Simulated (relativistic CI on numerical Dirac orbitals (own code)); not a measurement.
**Mo³⁺: sensitivity of the levels to the model**

Base calculation: Dirac-Coulomb-Breit CI, orbitals from a KLI potential per configuration, model QED (radiative potential, 1s self-energy scaled to tabulated hydrogen-like ionisation energies), valence Slater integrals scaled by 0.85, P86 correlation energy added to each configuration.

Configuration list (outside the closed core [Ar] 3d10): 4s2 4p6 4d3, 4s2 4p6 4d2 5s, 4s2 4p6 4d2 5p, 4s2 4p6 4d2 4f, 4s2 4p6 4d2 6s, 4s2 4p6 4d2 5d, 4s2 4p6 4d 5s 5p, 4s2 4p5 4d4, 4s2 4p6 4d2 6p, 4s2 4p6 4d2 6d, 4s2 4p6 4d2 7s, 4s2 4p6 4d2 5f, 4s2 4p6 4d2 7p, 4s2 4p6 4d2 5g, 4s2 4p6 4d2 7d, 4s2 4p6 4d 4f 5s, 4s2 4p5 4d3 4f, 4s2 4p6 4d 5p 5d, 4s 4p6 4d4, 4s2 4p6 4d 5s2, 4s2 4p6 5s2 5p, 4s2 4p6 4f 5s2, 4s2 4p6 5s2 6s, 4s2 4p6 5s2 5d, 4s2 4p6 4d 4f2, 4s2 4p6 4f2 5s, 4s2 4p6 4f2 5p, 4s2 4p6 4f3, 4s2 4p6 4f2 6s, 4s2 4p6 4f2 5d, 4s2 4p6 4d 5p2, 4s2 4p6 5s 5p2, 4s2 4p6 5p3, 4s2 4p6 4f 5p2, 4s2 4p6 5p2 6s, 4s2 4p6 5p2 5d, 4s2 4p6 4d 5s 5d, 4s2 4p6 5s 5p 5d, 4s2 4p6 4f 5s 5d, 4s2 4p6 5s 5d 6s, 4s2 4p6 5s 5d2, 4s2 4p6 4d 4f 5p, 4s2 4p6 4f 5s 5p, 4s2 4p6 4f 5p 6s, 4s2 4p6 4f 5p 5d. Double excitations out of closed p, d and f shells are left out; levels of such configurations are missing from the list, as are those of other unlisted configurations, and high levels can miss mixing partners. These lack a partner that the ground configuration has and come out too high: 4s2 4p6 4d2 6p, 4s2 4p6 4d2 6d, 4s2 4p6 4d2 7s, 4s2 4p6 4d2 5f, 4s2 4p6 4d2 7p.

The lowest level and the first level of each name with at least 55 % of one term (blank where a level has no safe partner in the second run):

```
                Level  Base (cm⁻¹)  Shift (cm⁻¹)
   4s2 4p6 4d3 4F_3/2          0.0           0.0
   4s2 4p6 4d3 4F_5/2        710.3          +8.2
   4s2 4p6 4d3 4F_7/2       1613.1          +6.8
   4s2 4p6 4d3 4F_9/2       2645.9          -9.3
   4s2 4p6 4d3 4P_1/2      10649.1       -1079.1
   4s2 4p6 4d3 4P_3/2      10699.5       -1117.6
   4s2 4p6 4d3 2G_7/2      11654.9       -1162.1
   4s2 4p6 4d3 4P_5/2      11803.3       -1070.4
   4s2 4p6 4d3 2G_9/2      12354.2       -1216.1
   4s2 4p6 4d3 2P_1/2      14959.8       -1450.7
   4s2 4p6 4d3 2H_9/2      15970.9       -1565.6
  4s2 4p6 4d3 2H_11/2      16343.6       -1638.0
   4s2 4p6 4d3 2D_5/2      17166.8       -1624.1
   4s2 4p6 4d3 2F_7/2      25296.2       -2633.7
   4s2 4p6 4d3 2F_5/2      25602.1       -2645.6
4s2 4p6 4d2 5s 4F_3/2      67406.4       -1035.2
4s2 4p6 4d2 5s 4F_5/2      68084.1       -1037.2
4s2 4p6 4d2 5s 4F_7/2      69087.8       -1026.0
4s2 4p6 4d2 5s 4F_9/2      70340.4       -1022.0
4s2 4p6 4d2 5s 2F_5/2      75352.3       -1893.6
4s2 4p6 4d2 5s 2F_7/2      77378.5       -1892.7
4s2 4p6 4d2 5s 4P_1/2      78733.6       -2197.5
```

Correlation outside the listed configurations is missing or only estimated: errors of thousands of cm⁻¹ between configurations and terms are usual at this charge. Rates and lifetimes follow the computed energies and can be off by large factors. The fine structure of a lone outer electron comes out too small, for d and f at times inverted, and misplaced configurations move strength between like terms. 58 of the 64 excited levels that our extract of the measured tables holds in this range could be paired (the sources list more); they are missed by 4571 cm⁻¹ on average and 6983 at most, and levels without a partner can miss by more. Some levels of the ground configuration have no partner and can miss by 10 % or more.

Q: One thing was changed in a second run, which moved the levels as shown. Which?
A. one mean potential for all configurations
B. QED terms removed
C. Breit term removed
D. configuration mixing switched off
E. only the first configuration
F. valence Slater integrals scaled by 0.75
G. Slater integrals left unscaled

A: F. Valence Slater integrals scaled by 0.75. Scaling acts on the splittings between terms and on the mixing, and leaves the fine structure of pure LS terms nearly alone; in jj coupling it moves the levels of one term differently.

LS names give the leading component of a level, which can be under half, so a name can repeat, a term be missing and a line seem to break the LS rules.
